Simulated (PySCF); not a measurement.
## Working out the ionisation energy of Hg²⁺

Hg²⁺ [Xe] 4f14 5d10 (1S) → Hg³⁺ [Xe] 4f14 5d9 (2D). Calculation: PySCF 2.14, in def2-SVP with the def2 core potential (60 electrons) (6s3p2d1f, 32 functions); scalar relativity through the core potential. Frozen: 5s2 5p6. Energies in hartree (1 hartree = 27.21139 eV):

```json
{"part": "UHF", "Hg²⁺ (lower)": "-151.607036", "Hg³⁺ (upper)": "-150.368364"}
{"part": "MP2 opposite-spin", "Hg²⁺ (lower)": "-0.125418", "Hg³⁺ (upper)": "-0.094161"}
{"part": "MP2 same-spin", "Hg²⁺ (lower)": "-0.071123", "Hg³⁺ (upper)": "-0.053983"}
```

Question: What does Hartree-Fock give?

Answer: (-150.368364) − (-151.607036) = 1.238672 hartree = 33.706 eV.

Question: What do MP2 and SCS-MP2 (6/5 opposite-spin, 1/3 same-spin) give?

Answer: The opposite-spin parts differ by 0.851 eV and the same-spin parts by 0.466 eV. MP2: 33.706 + (0.851) + (0.466) = 35.023 eV. SCS-MP2: 33.706 + 1.2 × (0.851) + (0.466)/3 = 34.883 eV.

Reference: 34.49 ± 0.05 eV (measured; NIST Atomic Spectra Database, ionization energies), between the lowest levels; spin-orbit coupling is absent from the calculation.

A double-zeta basis recovers only part of the correlation energy.

What remains against the reference includes basis incompleteness, the frozen core and correlation beyond second order.
